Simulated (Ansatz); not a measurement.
```yaml
crystal:
  periodic: [false, false, false]
  atoms:
    - {symbol: F, position_ang: [-0.371846, -2.030326, -0.271720]}
    - {symbol: C, position_ang: [-0.508220, -0.779483, 0.260633]}
    - {symbol: C, position_ang: [0.720443, -0.193173, 0.902411]}
    - {symbol: C, position_ang: [0.804202, 0.849175, 0.072972]}
    - {symbol: C, position_ang: [-0.360809, 0.391790, -0.752533]}
    - {symbol: F, position_ang: [-1.413734, 1.237663, -0.824824]}
    - {symbol: F, position_ang: [-0.084123, 0.003969, -2.009947]}
    - {symbol: H, position_ang: [-1.430453, -0.749970, 0.847229]}
    - {symbol: H, position_ang: [1.293150, -0.507658, 1.764859]}
    - {symbol: H, position_ang: [1.434488, 1.726814, 0.013921]}
basis:
  gaussian: {orbitals: def2-TZVPD}
hamiltonian: {xc: {name: B2GP-PLYP}}
charge: 1
```

```sh
$ ansatz run in.yaml --threads 4 --pin off --events-out ev --progress --plain --max-ram 10444MiB
```

It prints (some lines left out):

```
Error: YAML parse error: error: line 17 column 1: unknown field `charge`, expected one of crystal, accuracy, basis, kpoints, hamiltonian, magnetization, projection, total_charge, correlation, batch, efield, external_charges, scf, relax, neb, saddle, md, ramp, phonons, dielectric, real_time, elastic, magnetic_configurations, gw, evaluate, workflow, output, checkpoint, execution
15 |   gaussian: {orbitals: def2-TZVPD}
16 | hamiltonian: {xc: {name: B2GP-PLYP}}
17 | charge: 1
```

In this input the input holds a key that doesn't belong there. The program refused the input.
